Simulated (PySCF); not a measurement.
## Te (tellurium, neutral) across methods

[Kr] 4d10 5s2 5p4, high-spin 3P determinant. All numbers are calculated (PySCF 2.14, the spin-free X2C one-electron Hamiltonian (Gaussian nucleus), in ANO-RCC-VTZP).

```
   method  E (hartree)  mean ε 5s β (eV)  mean ε 5p α (eV)  mean ε 5p β (eV)  Σ⟨r²⟩ (bohr²)   ⟨S²⟩
   M06-2X     -6794.09           -16.041            -8.713            -7.189          61.77  2.008
    HSE06     -6793.07           -15.193            -7.220            -5.942          62.05  2.004
      PBE     -6793.07           -14.291            -6.509            -5.308          62.22  2.003
BHandHLYP     -6793.49           -16.779            -8.512            -7.216          62.05  2.004
      UHF  -6790.63420           -18.131           -10.336            -8.501          62.44  2.012
      LDA     -6787.13           -14.676            -6.589            -5.440          62.09  2.002
   r2SCAN     -6793.50           -14.339            -6.868            -5.527          61.86  2.006
     PBE0     -6793.15           -15.532            -7.648            -6.322          61.92  2.004
```
